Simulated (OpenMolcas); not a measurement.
# How basis sets differ on GeH4S (SMILES [SH][GeH3])

The species is GeH4S (6 atoms), meant as a singlet with charge 0. As SMILES, `[SH][GeH3]`. The shape is that of a PBE0-D4/def2-TZVP optimisation.

```xyz
6

S     0.8434   -1.1174    1.0122
Ge   -0.1800    0.5015   -0.1186
H     0.5745   -2.0692    0.1038
H    -1.6676    0.1663   -0.3059
H     0.4856    0.7024   -1.4887
H    -0.0136    1.7525    0.7510
```

Quantity: the dipole moment, in D. The values are calculated.

```tsv
level	kind	program	value (D)
HF/STO-3G	Hartree–Fock	OpenMolcas	1.17
HF/3-21G	Hartree–Fock	OpenMolcas	2.50
HF/6-31G	Hartree–Fock	OpenMolcas	2.48
HF/def2-SVP	Hartree–Fock	OpenMolcas	1.53
```

All-electron rows without a relativistic Hamiltonian named are non-relativistic. The values span 1.17 to 2.50 D. Sets without polarisation functions give poor dipoles.
